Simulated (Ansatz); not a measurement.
`O[SiH](O)O[SiH2]F`, charge 0, multiplicity 1.

Task: Give a relaxed structure at PBE0-D4/def2-TZVP (Ansatz 0.2.0). (An estimate is asked.)

Result: Computed: 
Z-matrix (Å, degrees):
```
Si
O 1 1.638
O 1 1.625 2 104.3
O 1 1.629 2 113.3 3 -120.7
H 1 1.472 2 112.1 3 120.6
H 2 0.958 1 117.9 3 179.3
Si 3 1.620 1 148.0 2 29.0
H 4 0.959 1 118.7 2 65.4
F 7 1.592 3 107.7 1 148.2
H 7 1.479 3 111.0 1 30.6
H 7 1.478 3 110.1 1 -95.2
```
This is one stationary point; other conformers may exist.
